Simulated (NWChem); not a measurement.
# AuH2OI; SMILES [OH2]->[Au][I]

```xyz
5

Au    -0.0112    -0.7827     0.0000
I      0.0023     1.7452     0.0000
O     -0.0140    -2.9924     0.0000
H      0.4358    -3.3611     0.7714
H      0.4358    -3.3611    -0.7714
```
Atoms are numbered in this order, from 1.

Computed with NWChem. Geometry: optimised at PBE0/def2-SVP. def2 effective core potentials on I, Au; no spin-orbit coupling. B3LYP is NWChem's, with the RPA form of VWN correlation. Ions are spin-unrestricted doublets at the neutral geometry; other ion states weren't tried.

Order these by “−ε(HOMO) (eV)”, lowest first: Hartree-Fock/def2-SVP; B3LYP/def2-SVP; PBE/def2-SVP; LRC-wPBEh/def2-SVP.

PBE/def2-SVP (5.28), B3LYP/def2-SVP (6.11), LRC-wPBEh/def2-SVP (8.13), Hartree-Fock/def2-SVP (8.62)
